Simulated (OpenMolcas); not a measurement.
Ne5+: effect of the active space

```yaml
Program: OpenMolcas
Method: CASSCF or its RAS form
Basis: ANO-R2
Scalar_Hamiltonian: X2C, finite nucleus
Spin-orbit_coupling: state interaction with AMFI integrals over the reference wave functions, term energies averaged over their components
```

A. 3 electrons in 4 orbitals (2s 2p); 2S+1 = 4 odd, 1 root; 2S+1 = 2 odd, 8 roots (3 in the spin-orbit step); 2S+1 = 4 even, 3 roots; 2S+1 = 2 even, 9 roots; cost about 21 core-seconds
B. 3 electrons in 8 orbitals (2s 2p 3s 3p); 2S+1 = 4 odd, 1 root; 2S+1 = 2 odd, 8 roots (3 in the spin-orbit step); 2S+1 = 4 even, 3 roots; 2S+1 = 2 even, 9 roots; cost of the order of 30 core-seconds
C. 3 electrons in 9 orbitals (RAS2 2s 2p; RAS3 3d, at most 2 electrons); 2S+1 = 4 odd, 1 root; 2S+1 = 2 odd, 8 roots (3 in the spin-orbit step); 2S+1 = 4 even, 3 roots; 2S+1 = 2 even, 9 roots; cost roughly 40 core-seconds

Energies in eV above 2s² 2p ²P°_1/2, the measured ground level; measured values from NIST levels in Podobedova, Fuhr, Reader and Wiese, J. Phys. Chem. Ref. Data 33, 525 (2004).

| Level | A | B | C | Measured |
| --- | --- | --- | --- | --- |
| 2s² 2p ²P°_1/2 | 0.0000 | 0.0000 | 0.0000 | 0.0000 |
| 2s² 2p ²P°_3/2 | 0.1497 | 0.1565 | 0.1491 | 0.1624 |
| 2s 2p² ⁴P_1/2 | 11.6242 | 11.7022 | 12.1608 |  |
| 2s 2p² ⁴P_3/2 | 11.6775 | 11.7555 | 12.2141 |  |
| 2s 2p² ⁴P_5/2 | 11.7648 | 11.8430 | 12.3012 |  |
| 2s 2p² ²D_3/2 | 22.9176 | 22.8763 | 22.5046 | 22.1958 |
| 2s 2p² ²D_5/2 | 22.9185 | 22.8771 | 22.5058 | 22.1922 |
| 2s 2p² ²S_1/2 | 29.2080 | 28.8323 | 29.3615 | 28.6221 |
| 2s 2p² ²P_1/2 | 32.3800 | 32.2639 | 31.4242 | 30.9083 |
| 2s 2p² ²P_3/2 | 32.4834 | 32.3694 | 31.5257 | 31.0099 |

Deviations, from unrounded energies. A percentage is the sum of absolute deviations over the sum of measured energies, with the sign that they share, or ± where signs differ.

```tsv
Against measurement	Levels	A	B	C
mean absolute deviation (cm-1)	6	6700	5800	3200
fine structure of the ground term (%)	1	-7.8	-3.7	-8.2
other configurations (%)	5	+3.7	+3.2	+1.8
```

C lies closest to measurement on these levels and A furthest from it. The largest miss of C in the table is 2s 2p² ²S_1/2, by +6000 cm-1. The ranking rests on the paired levels alone, and a cruder setting can come out closer through cancelling errors.

Among A to C the level of the table that moves most is 2s 2p² ²P_3/2, by 7700 cm-1 (lowest in C, highest in A).

Active for correlation alone: 3p 3s; no level in the range computed is led by a configuration that fills them, so any true level of that kind is missing (holds for B). Active for correlation alone: 3d; no level in the range computed is led by a configuration that fills it, so any true level of that kind is missing (holds for C). Measured partners are found by configuration, term and J. A level has none where our copy of the source lacks it or the pairing is in doubt (some pairs that miss far off the trend of their configuration count as doubtful), and it then counts in no deviation. Levels of configurations outside the active space are missing. Levels that lie high or do not pair safely by name in every column are left out.

° marks odd parity.
